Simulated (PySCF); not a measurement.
Molfile (atoms numbered from 1):
```
C5H10F4Si2
     RDKit          3D

 21 21  0  0  0  0  0  0  0  0999 V2000
    1.3744    2.1082   -0.1631 C   0  0  0  0  0  0  0  0  0  0  0  0
    0.7249    0.3539   -0.1068 Si  0  0  1  0  0  4  0  0  0  0  0  0
    2.2351   -0.8511   -0.1186 C   0  0  0  0  0  0  0  0  0  0  0  0
    3.0155   -0.6958   -1.1987 F   0  0  0  0  0  0  0  0  0  0  0  0
    1.8322   -2.1337   -0.0994 F   0  0  0  0  0  0  0  0  0  0  0  0
    3.0211   -0.6752    0.9617 F   0  0  0  0  0  0  0  0  0  0  0  0
   -0.3500   -0.0791    1.3979 C   0  0  0  0  0  0  0  0  0  0  0  0
   -1.8298   -0.0936    0.9730 C   0  0  0  0  0  0  0  0  0  0  0  0
   -2.0660   -0.9627   -0.2730 C   0  0  0  0  0  0  0  0  0  0  0  0
   -0.8889   -0.3858   -1.6322 Si  0  0  2  0  0  4  0  0  0  0  0  0
   -0.4206   -1.6296   -2.5825 F   0  0  0  0  0  0  0  0  0  0  0  0
    1.9351    2.2873   -1.0928 H   0  0  0  0  0  0  0  0  0  0  0  0
    0.5478    2.8335   -0.1157 H   0  0  0  0  0  0  0  0  0  0  0  0
    2.0468    2.2943    0.6889 H   0  0  0  0  0  0  0  0  0  0  0  0
   -0.0523   -1.0867    1.7371 H   0  0  0  0  0  0  0  0  0  0  0  0
   -0.1788    0.6041    2.2448 H   0  0  0  0  0  0  0  0  0  0  0  0
   -2.1603    0.9414    0.7669 H   0  0  0  0  0  0  0  0  0  0  0  0
   -2.4630   -0.4430    1.8056 H   0  0  0  0  0  0  0  0  0  0  0  0
   -3.1229   -0.9552   -0.5823 H   0  0  0  0  0  0  0  0  0  0  0  0
   -1.8056   -2.0142   -0.0530 H   0  0  0  0  0  0  0  0  0  0  0  0
   -1.4877    0.6421   -2.5349 H   0  0  0  0  0  0  0  0  0  0  0  0
  2  1  1  6
  2  3  1  0
  3  4  1  0
  3  5  1  0
  3  6  1  0
  2  7  1  0
  7  8  1  0
  8  9  1  0
  9 10  1  0
 10 11  1  0
 10  2  1  0
  1 12  1  0
  1 13  1  0
  1 14  1  0
  7 15  1  0
  7 16  1  0
  8 17  1  0
  8 18  1  0
  9 19  1  0
  9 20  1  0
 10 21  1  6
M  END
```

Geometry: PBE0-D3(BJ)/def2-SVP; GIAO shifts from PySCF 2.14, gas phase, non-relativistic, averaged over equivalent atoms.

At PBE0/pcSseg-1 (251 basis functions):
| atoms | δ (ppm) |
| --- | --- |
| C3 | 136.6 |
| C8 | 20.3 |
| C9 | 18.5 |
| C7 | 14.4 |
| C1 | -9.1 |
| Si10 | 35.6 |
| Si2 | -17.8 |
| F4/F5/F6 | -72.2 |
| F11 | -228.2 |
| H21 | 5.56 |
| H18 | 2.14 |
| H19 | 1.52 |
| H16 | 0.99 |
| H15 | 0.92 |
| H20 | 0.87 |
| H17 | 0.75 |
| H12/H13/H14 | 0.36 |

δ = σ(ref) − σ, references computed at the same level: 13C (184.41 ppm) and 29Si (351.99 ppm) and 1H (31.27 ppm) vs TMS; CFCl3 for 19F (177.25 ppm).

Question: Estimate the result of repeating the calculation with KT2/pcSseg-2.

Answer: 
```tsv
atoms	δ at KT2/pcSseg-2	change
C3	141.1	+4.5
C8	23.5	+3.2
C9	21.8	+3.3
C7	18.1	+3.7
C1	-8.8	+0.3
Si10	31.9	-3.7
Si2	-27.1	-9.3
F4/F5/F6	-87.5	-15.3
F11	-252.1	-23.9
H21	5.92	+0.36
H18	2.45	+0.31
H19	1.88	+0.36
H16	1.32	+0.33
H15	1.13	+0.21
H20	0.93	+0.06
H17	1.16	+0.41
H12/H13/H14	0.40	+0.04
```

δ = σ(ref) − σ, references computed at the same level: 13C (σ = 182.28 ppm) and 29Si (σ = 350.99 ppm) and 1H (σ = 31.18 ppm) against TMS; 19F (σ = 136.34 ppm) vs CFCl3.

The largest change is at F11 (fluorine bonded to Si). Cost: 550 basis functions. The order of the carbon signals is the same at both levels.

Unscaled 19F shifts against computed CFCl3 carry errors that often reach 10 to 50 ppm.
